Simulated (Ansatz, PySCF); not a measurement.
Molecule: sum formula H$_{2}$BO$_{2}$, net charge 0, doublet state. It need not be the lowest isomer of its formula. 
Structure (B3LYP-D3(BJ)/def2-TZVP (Ansatz, a first-principles code) minimum search):
```xyz
5

B     -0.4472    -0.2864    -0.0092
O     -0.6236     1.0437     0.1172
O      0.6904    -1.0009    -0.1159
H      0.1763     1.5939     0.1372
H      1.5249    -0.5046    -0.1021
```
Charge 0, spin multiplicity 2.

Quantity: atomisation energy (electronic, to ground-state atoms), in kcal/mol. Cores are frozen in the correlated levels unless marked. UHF or UKS for open shells. No spin-orbit coupling. No relativistic terms. FCI takes restricted orbitals. The coupled-cluster limit lacks core correlation, which all-electron functionals hold. CBS(X,Y): correlation extrapolated as X^-3; Hartree-Fock from the larger set. The bracket is a focal-point correction in the basis named.

```json
[
 {"level": "TPSS-D3(BJ)/def2-TZVPD", "program": "PySCF + dftd3", "atomisation energy (kcal/mol)": "466.0"},
 {"level": "B3LYP-D3(BJ)/def2-TZVPD", "program": "Ansatz + dftd3", "atomisation energy (kcal/mol)": "469.4"},
 {"level": "PBE0/STO-3G", "program": "Ansatz", "atomisation energy (kcal/mol)": "485.6"},
 {"level": "PBE0-D4/def2-TZVP", "program": "Ansatz + dftd4", "atomisation energy (kcal/mol)": "468.5"},
 {"level": "PW6B95-D4/def2-TZVPD", "program": "PySCF + dftd4", "atomisation energy (kcal/mol)": "469.2"},
 {"level": "HSE06/def2-TZVPD", "program": "Ansatz", "atomisation energy (kcal/mol)": "469.0"},
 {"level": "B2GP-PLYP-D4/def2-TZVPD", "program": "Ansatz + dftd4", "atomisation energy (kcal/mol)": "463.8"},
 {"level": "PBE-QIDH/def2-TZVPD", "program": "Ansatz", "atomisation energy (kcal/mol)": "463.3"},
 {"level": "RPA@PBE/cc-pVTZ", "program": "Ansatz", "atomisation energy (kcal/mol)": "429.0"},
 {"level": "SCS-MP2/aug-cc-pVDZ", "program": "Ansatz", "atomisation energy (kcal/mol)": "442.2"},
 {"level": "CCSD/cc-pVTZ", "program": "Ansatz", "atomisation energy (kcal/mol)": "446.3"},
 {"level": "CCSD(T)/STO-3G", "program": "Ansatz", "atomisation energy (kcal/mol)": "393.7"},
 {"level": "CCSD(T)/cc-pwCVTZ", "program": "Ansatz", "atomisation energy (kcal/mol)": "455.5"},
 {"level": "FCI/STO-3G", "program": "Ansatz", "atomisation energy (kcal/mol)": "394.0"},
 {"level": "RI-MP2/CBS(aug-cc-pVTZ,aug-cc-pVQZ)+[CCSD(T)-MP2]/aug-cc-pVTZ", "program": "Ansatz", "atomisation energy (kcal/mol)": "468.9"}
]
```
